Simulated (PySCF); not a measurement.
# Whose spectrum? (carbosilane and low-k precursor)

All values: TDA B3LYP/6-31G*, gas phase, PySCF SCF with an in-house response code, fitting set def2-universal-JFIT up to Ne and JKFIT beyond, grid level 1 (kernel 0), vertical, one conformer each, geometries GFN2-xTB; core orbitals frozen in the response, virtual orbitals above 1.5 Eh left out. The lowest 6 singlets were sought, and the brightest is taken among them. The runs took 3 to 9 CPU minutes each on shared server CPUs.

Without diffuse functions Rydberg states are missing, so unbound LUMOs, wide gaps and states within about 2 eV of the ionisation energy come out too high, and electron affinities are rough.

One system has its HOMO at -6.33 eV, its LUMO at 0.30 eV and these singlet states:

```tsv
state	eV	f
S1	5.74	0.078
S2	5.87	0.031
S3	5.90	0.014
S4	5.92	0.087
S5	6.04	0.024
S6	6.08	0.008
```

**Question.** Which is it?
A. C[Si](C)(C)S[Si](C)(C)S[Si](C)(C)S[Si](C)(C)C (C10H30S3Si4)
B. C[Si](C)(C)S[Si](C)(C)S[Si](C)(C)S[Si](C)(C)S[Si](C)(C)S[Si](C)(C)S[Si](C)(C)C (C16H48S6Si7)
C. C[Si](C)(C)S[Si](C)(C)S[Si](C)(C)S[Si](C)(C)S[Si](C)(C)S[Si](C)(C)C (C14H42S5Si6)
D. C[Si](C)(C)S[Si](C)(C)S[Si](C)(C)S[Si](C)(C)S[Si](C)(C)C (C12H36S4Si5)

**Answer.** B.

**Question.** How do the candidates compare?

**Answer.** 
| system | HOMO / eV | LUMO / eV | S1 / eV | f(S1) | brightest state sought / eV |
| --- | --- | --- | --- | --- | --- |
| C[Si](C)(C)S[Si](C)(C)S[Si](C)(C)S[Si](C)(C)C | -6.26 | 0.63 | 5.94 | 0.002 | 6.10 |
| C[Si](C)(C)S[Si](C)(C)S[Si](C)(C)S[Si](C)(C)S[Si](C)(C)C | -6.27 | 0.68 | 5.99 | 0.002 | 6.11 |
| C[Si](C)(C)S[Si](C)(C)S[Si](C)(C)S[Si](C)(C)S[Si](C)(C)S[Si](C)(C)C | -6.26 | 0.13 | 5.62 | 0.046 | 6.09 |
| C[Si](C)(C)S[Si](C)(C)S[Si](C)(C)S[Si](C)(C)S[Si](C)(C)S[Si](C)(C)S[Si](C)(C)C | -6.33 | 0.30 | 5.74 | 0.078 | 5.92 |
